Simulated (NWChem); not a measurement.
BPH4; SMILES BP

Task: Give the equilibrium geometry at PBE0/def2-SVP (NWChem) as a Z-matrix, with the point group.

Result: point group Cs; any orientation.
```
B
H 1 1.2066
H 1 1.2066 2 120.76
P 1 1.8558 2 119.25 3 170.07
H 4 1.4173 1 106.26 2 41.35
H 4 1.4173 5 101.08 1 -110.75
```
